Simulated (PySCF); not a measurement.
Distorted geometries of [PbBr3]+

[PbBr3]+ (singlet). PySCF 2.14.0, RKS B3LYP, Pb def2-SVP with ECP60, Br def2-SVP; non-relativistic Hamiltonian with scalar-relativistic core potentials where named; density fitting; no spin-orbit coupling. Relaxed geometry:

```xyz
4

Pb    0.0000    0.0000    0.0000
Br    2.5347    0.0000    0.0000
Br   -1.2674    2.1951    0.0000
Br   -1.2674   -2.1951    0.0000
```

**Question.** Order these distorted geometries by energy above the relaxed one, lowest first.
A.
```xyz
4

Pb    0.0040   -0.0406   -0.1281
Br    2.7511    0.0501   -0.0383
Br   -1.4845    2.1463    0.1060
Br   -1.2705   -2.1558    0.0604
```
B.
```xyz
4

Pb    0.0822   -0.0172    0.0447
Br    2.6525    0.0238    0.0965
Br   -1.2535    2.1421   -0.0442
Br   -1.4812   -2.1488   -0.0969
```
C.
```xyz
4

Pb   -0.0432   -0.0107    0.0149
Br    2.5843   -0.0170    0.0429
Br   -1.2901    2.2189   -0.0719
Br   -1.2511   -2.1913    0.0142
```

**Answer.** C (0.05 eV), B (0.09 eV), A (0.30 eV).

**Question.** Which forces (eV/Å) act in the one that lies 0.05 eV up?

**Answer.** 
```
Pb   1.04  0.65 -0.02
Br  -0.87  0.01  0.00
Br   0.11 -0.19  0.01
Br  -0.28 -0.47  0.01
```
Forces carry noise of the integration grid, about 0.01 to 0.03 eV/Å.
